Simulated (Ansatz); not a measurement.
```yaml
crystal:
  periodic: [false, false, false]
  atoms:
    - {symbol: P, position_ang: [-0.206992, -2.263467, -1.679609]}
    - {symbol: Au, position_ang: [-1.571555, -0.308131, -1.499436]}
    - {symbol: Au, position_ang: [2.584503, 0.289751, 1.484250]}
    - {symbol: Au, position_ang: [0.920872, -1.371221, -3.469440]}
    - {symbol: Au, position_ang: [2.762281, -4.017098, -0.569882]}
    - {symbol: Au, position_ang: [3.874287, -2.148205, 1.083348]}
    - {symbol: Au, position_ang: [0.623067, -4.448892, -2.185271]}
    - {symbol: Au, position_ang: [0.214285, 0.795310, 0.223677]}
    - {symbol: Au, position_ang: [1.540552, -1.571746, -0.241338]}
basis:
  gaussian: {orbitals: def2-TZVPD}
magnetization: {spin_polarized: true, initial_magnetization: 1}
hamiltonian: {xc: {name: wB97X}}
scf: {lower_state_search: light}
```

```sh
$ ansatz run in.yaml --threads 4 --pin off --events-out ev --progress --plain --max-ram 4787MiB
```

**Question.** Does this run fit into the memory that it is given?

**Answer.** No. It has 387 basis functions, and the program plans for 11 GiB where 5 GiB are given.
